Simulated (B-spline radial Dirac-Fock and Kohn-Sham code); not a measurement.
## Relativistic shifts of the levels of Cs

System: the free cesium atom, 1s2 2s2 2p6 3s2 3p6 3d10 4s2 4p6 4d10 5s2 5p6 6s1.

Both columns are ΔSCF binding energies of the configuration average from a B-spline atomic structure program: non-relativistic Hartree-Fock with a point nucleus, and Dirac-Fock with a finite nucleus and the Coulomb interaction alone, averaged over the two j levels with weights 2j+1.

| shell | Hartree-Fock (eV) | Dirac-Fock (eV) | shift (eV) | shift (%) |
| --- | --- | --- | --- | --- |
| 1s | 34568.6 | 36119.7 | +1551.15 | +4.49 |
| 2s | 5356.1 | 5741.5 | +385.39 | +7.20 |
| 2p | 5030.9 | 5145.6 | +114.68 | +2.28 |
| 3s | 1145.6 | 1228.9 | +83.36 | +7.28 |
| 3p | 1006.4 | 1032.1 | +25.80 | +2.56 |
| 3d | 749.7 | 738.0 | -11.63 | -1.55 |
| 4s | 230.3 | 247.2 | +16.96 | +7.36 |
| 4p | 178.1 | 181.8 | +3.77 | +2.12 |
| 4d | 86.32 | 82.80 | -3.52 | -4.08 |
| 5p | 17.28 | 17.22 | -0.06 | -0.35 |
| 6s | 3.36 | 3.48 | +0.12 | +3.61 |

Relativity binds 1s, 2s, 2p, 3s, 3p, 4s, 4p, 6s more strongly, among those listed most of all 4s in relative terms, and 3d, 4d, 5p more weakly.

Values without a named source are computed, but for edge energies of neutral atoms, which are taken from tables.
